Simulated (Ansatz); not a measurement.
Basis sets compared for `C=CCCCCCCCCC[S][Cu]`. Total charge 0; singlet. Geometry PBE-D4/def2-SVP. Ansatz on 4 threads of AMD EPYC 9R45 on a shared host; times are rough, and most runs start from earlier orbitals.

```xyz
34

C    -5.842    0.080    0.355
C    -4.843   -0.232   -0.490
C    -3.865   -1.358   -0.296
C    -2.406   -0.906   -0.079
C    -1.773   -0.188   -1.277
C    -0.327    0.274   -1.048
C     0.690   -0.861   -0.878
C     2.146   -0.396   -0.741
C     2.447    0.407    0.530
C     3.921    0.797    0.665
C     4.243    1.574    1.941
S     5.981    2.170    2.063
Cu    6.996    0.388    1.527
H    -6.521    0.925    0.163
H    -6.019   -0.506    1.273
H    -4.712    0.387   -1.398
H    -4.189   -1.975    0.568
H    -3.896   -2.025   -1.189
H    -2.363   -0.240    0.812
H    -1.803   -1.802    0.179
H    -1.811   -0.858   -2.167
H    -2.389    0.699   -1.541
H    -0.302    0.941   -0.158
H    -0.010    0.907   -1.907
H     0.426   -1.478    0.009
H     0.609   -1.544   -1.754
H     2.425    0.213   -1.631
H     2.814   -1.285   -0.766
H     2.135   -0.187    1.420
H     1.827    1.330    0.552
H     4.245    1.398   -0.212
H     4.559   -0.121    0.648
H     3.625    2.498    1.987
H     3.983    0.975    2.840
```

The restricted singlet is unstable towards broken spin symmetry in Hartree–Fock (as tested in another run); at PBE-D4/def2-SVP, PBE-D4/def2-TZVP, PBE0-D4/def2-SVP, PBE0-D4/def2-TZVP this wasn't settled.

Binding counts from free atoms (C triplet, S triplet, Cu doublet, H doublet) in the same basis, without a counterpoise term.

| level | functions | energy (Eh) | HOMO (eV) | LUMO (eV) | binding per atom (eV) | wall time |
| --- | --- | --- | --- | --- | --- | --- |
| PBE-D4/def2-SVP | 308 | -2468.8472 | -4.27 | -2.81 | 4.27 | 2.6 s |
| PBE0-D4/def2-SVP | 308 | -2468.9680 | -5.46 | -1.96 | 4.22 | 8.5 s |

**Question.** Estimate the rows for PBE-D4/def2-TZVP (with forces), PBE0-D4/def2-TZVP.

**Answer.** 
| level | functions | energy (Eh) | HOMO (eV) | LUMO (eV) | binding per atom (eV) | wall time |
| --- | --- | --- | --- | --- | --- | --- |
| PBE-D4/def2-TZVP (with forces) | 549 | -2469.7013 | -4.69 | -3.19 | 4.22 | 7.5 s |
| PBE0-D4/def2-TZVP | 549 | -2469.7993 | -5.78 | -2.32 | 4.16 | 15 s |
